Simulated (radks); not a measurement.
Initial-state core-level shifts of neutral erbium when its valence configuration changes from [Xe] 4f12 6s2. Method: Dirac Kohn-Sham, PBE, spin-unpolarised, spherical densities, finite nucleus; open shells fill j = l - 1/2 first; Fermi nuclear charge, rms radius 5.2516 fm; computed with a radial shooting solver on a logarithmic mesh with Libxc functionals. Shifts are changes of the shell-averaged eigenvalues in eV (positive: less bound); the change of the density at the nucleus, which sets a Mossbauer isomer shift, is in e/bohr^3, on a base of 8.728e+05.

| valence | 2s | 4s | 4p | 5s | density at nucleus |
|---|---|---|---|---|---|
| 4f11 6s2 6p1 | -10.011 | -10.500 | -10.378 | -7.157 | +61.64 |
| 4f12 6s1.5 6p0.5 | -0.665 | -0.660 | -0.662 | -0.695 | -13.46 |
| 4f12 5d0.5 6s1.5 | +0.356 | +0.351 | +0.355 | +0.420 | -17.34 |
| 4f11.5 5d0.5 6s2 | -3.343 | -3.600 | -3.542 | -2.049 | +21.35 |
| 4f12 6s1 6p1 | -1.296 | -1.287 | -1.290 | -1.354 | -28.13 |
| 4f12 5d1 6s1 | +0.563 | +0.555 | +0.562 | +0.683 | -33.33 |
| 4f11.5 6s2 6p0.5 | -4.730 | -4.974 | -4.921 | -3.496 | +28.59 |
| 4f11 5d1 6s2 | -6.905 | -7.428 | -7.296 | -4.009 | +44.46 |
